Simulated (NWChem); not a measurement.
The numbers come from NWChem runs, not from measurements. System: H₃OSi, charge 0, spin multiplicity 2, at a geometry optimised with UPBE0/def2-SVP. The structure started from a generated list of species. Its SCF solution wasn't tested for a lower state. Level: UHF/def2-SVP.

NWChem printed:

```
             Northwest Computational Chemistry Package (NWChem) 7.3.0
             --------------------------------------------------------

                                NWChem Input Module
                                -------------------

 Scaling coordinates for geometry "geometry" by  1.889725989
 (inverse scale =  0.529177249)

 Turning off AUTOSYM since
 SYMMETRY directive was detected!

                             Geometry "geometry" -> ""
                             -------------------------

 Output coordinates in angstroms (scale by  1.889725989 to convert to a.u.)

  No.       Tag          Charge          X              Y              Z
 ---- ---------------- ---------- -------------- -------------- --------------
    1 O                    8.0000    -1.17962100    -0.21681700     0.00000000
    2 Si                  14.0000     0.46988800     0.09796600     0.00000000
    3 H                    1.0000     0.91438400     0.82806500     1.22371900
    4 H                    1.0000     0.91438400     0.82806500    -1.22371900
    5 H                    1.0000     1.02976500    -1.29311900     0.00000000

 Effective nuclear repulsion energy (a.u.)      55.7372141227

            Nuclear Dipole moment (a.u.)
            ----------------------------
        X                 Y               Z
 ---------------- ---------------- ----------------
    -0.0000056692    -0.0000018897     0.0000000000

      Symmetry information
      --------------------

 Group name             Cs
 Group number              2
 Group order               2
 No. of unique centers     4

      Symmetry unique atoms

     1    2    3    5


 Summary of "ao basis" -> "" (spherical)
 ------------------------------------------------------------------------------
       Tag                 Description            Shells   Functions and Types
 ---------------- ------------------------------  ------  ---------------------
 *                          def2-svp                  on all atoms

 Summary of "ao basis" -> "ao basis" (spherical)
 ------------------------------------------------------------------------------
       Tag                 Description            Shells   Functions and Types
 ---------------- ------------------------------  ------  ---------------------
 O                          def2-svp                 6       14   3s2p1d
 Si                         def2-svp                 8       18   4s3p1d
 H                          def2-svp                 3        5   2s1p
[...]
    26      0.720263  2 Si py                44      0.601691  5 H  s
     8      0.406283  1 O  py                34     -0.374812  3 H  s
    39     -0.374812  4 H  s                  5      0.369617  1 O  py
    18      0.200605  2 Si s

 Vector   14  Occ=0.000000D+00  E= 1.457280D-01  Symmetry=a'
              MO Center=  6.4D-01,  1.2D-01,  3.5D-14, r^2= 3.6D+00
   Bfn.  Coefficient  Atom+Function         Bfn.  Coefficient  Atom+Function
  ----- ------------  ---------------      ----- ------------  ---------------
    25      1.338535  2 Si px                 3      0.663202  1 O  s
    44     -0.502612  5 H  s                 34     -0.428105  3 H  s
    39     -0.428105  4 H  s                 18      0.348580  2 Si s
     7      0.210715  1 O  px                 8      0.155832  1 O  py

 Vector   15  Occ=0.000000D+00  E= 2.118175D-01  Symmetry=a"
              MO Center=  5.5D-01, -2.7D-02, -4.0D-15, r^2= 4.0D+00
   Bfn.  Coefficient  Atom+Function         Bfn.  Coefficient  Atom+Function
  ----- ------------  ---------------      ----- ------------  ---------------
    27      1.767486  2 Si pz                34     -1.278754  3 H  s
    39      1.278754  4 H  s                  9     -0.297019  1 O  pz
     6     -0.168575  1 O  pz                24      0.165291  2 Si pz

 center of mass
 --------------
 x =  -0.11423957 y =  -0.01452938 z =   0.00000000

 moments of inertia (a.u.)
 ------------------
          25.366727605396         -19.787511072342           0.000000000000
         -19.787511072342         121.540555473398           0.000000000000
           0.000000000000           0.000000000000         125.349395820061

  Mulliken analysis of the total density
  --------------------------------------

    Atom       Charge   Shell Charges
 -----------   ------   -------------------------------------------------------
    1 O    8     8.40   1.99  1.12  0.80  2.69  1.79  0.01
    2 Si  14    13.16   2.00  1.99  0.93  0.13  5.94  1.19  0.69  0.29
    3 H    1     1.15   0.75  0.40  0.01
    4 H    1     1.15   0.75  0.40  0.01
    5 H    1     1.14   0.74  0.39  0.01

  Mulliken analysis of the alpha density
  --------------------------------------

    Atom       Charge   Shell Charges
 -----------   ------   -------------------------------------------------------
    1 O    8     4.71   1.00  0.58  0.39  1.67  1.06  0.00
    2 Si  14     6.54   1.00  1.00  0.46  0.06  2.97  0.58  0.32  0.15
    3 H    1     0.58   0.37  0.20  0.01
    4 H    1     0.58   0.37  0.20  0.01
    5 H    1     0.60   0.39  0.20  0.01

   Mulliken analysis of the beta density
   -------------------------------------

    Atom       Charge   Shell Charges
 -----------   ------   -------------------------------------------------------
    1 O    8     3.69   1.00  0.54  0.40  1.02  0.73  0.00
    2 Si  14     6.62   1.00  1.00  0.47  0.07  2.97  0.61  0.37  0.14
    3 H    1     0.57   0.37  0.20  0.01
    4 H    1     0.57   0.37  0.20  0.01
    5 H    1     0.54   0.35  0.18  0.01

   Mulliken analysis of the spin density
   -------------------------------------

    Atom       Charge   Shell Charges
 -----------   ------   -------------------------------------------------------
    1 O    8     1.02  -0.00  0.04 -0.01  0.66  0.34  0.00
    2 Si  14    -0.09  -0.00 -0.00 -0.02 -0.01 -0.00 -0.04 -0.05  0.01
    3 H    1     0.01   0.00  0.00 -0.00
    4 H    1     0.01   0.00  0.00 -0.00
    5 H    1     0.06   0.03  0.02 -0.00

       Multipole analysis of the density wrt the origin
       ------------------------------------------------

     L   x y z        total         alpha         beta         nuclear
     -   - - -        -----         -----         ----         -------
     0   0 0 0     -0.000000    -13.000000    -12.000000     25.000000

     1   1 0 0      0.621060      1.355620     -0.734554     -0.000006
     1   0 1 0      0.210713      0.342315     -0.131600     -0.000002
     1   0 0 1     -0.000000     -0.000000     -0.000000      0.000000

     2   2 0 0    -16.760641    -41.331635    -35.979201     60.550195
     2   1 1 0     -0.615150     -5.657851     -5.217995     10.260696
     2   1 0 1      0.000000      0.000000      0.000000      0.000000
     2   0 2 0    -14.966639    -14.533977    -13.124152     12.691490
     2   0 1 1     -0.000000     -0.000000      0.000000      0.000000
     2   0 0 2    -15.685133    -13.336685    -13.043702     10.695253

 Task  times  cpu:        0.4s     wall:        0.4s

 Total times  cpu:        0.4s     wall:        0.4s
```

Q: Write an NWChem input that would produce this output.

A: Several could match; the one computed here: 
```
start mol
memory heap 200 mb stack 900 mb global 1100 mb
geometry units angstroms nocenter noautoz
  O     -1.179621    -0.216817     0.000000
  Si     0.469888     0.097966     0.000000
  H      0.914384     0.828065     1.223719
  H      0.914384     0.828065    -1.223719
  H      1.029765    -1.293119     0.000000
  symmetry group Cs
end
basis spherical
  * library def2-svp
end
scf
  uhf
  nopen 1
  maxiter 100
  thresh 1e-7
  semidirect memsize 60000000 filesize 0
  # guess.movecs holds the orbitals of an unrestricted PBE0 run
  vectors input guess.movecs output mol.movecs
end
task scf energy
```
